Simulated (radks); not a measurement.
Question: Coherent X-ray form factor from a spherical all-electron density. Calculated with a radial shooting solver on a logarithmic mesh with Libxc functionals: non-relativistic Kohn-Sham, LB94 model potential, spin-unpolarised, spherical densities, point nucleus.

sin(theta)/lambda (1/angstrom),f0 (electrons)
0.05,9.828
0.1,9.345
0.15,8.634
0.2,7.796
0.25,6.923
0.3,6.084
0.4,4.643
0.5,3.579
0.6,2.843
0.8,2.019
1,1.641
1.25,1.395
1.5,1.222
2,0.926

The species is in the configuration that NIST lists as its ground one. Which atom or ion scatters so?

Answer: Neutral neon, [Ne]. Extrapolating in s^2 from the first two rows gives f0(0) = 10.0, near the electron count 10; among species with that count, the fall with angle is slower the higher Z, and the table is that of Z = 10; from so few rows the species is fixed only to a neighbour or two.
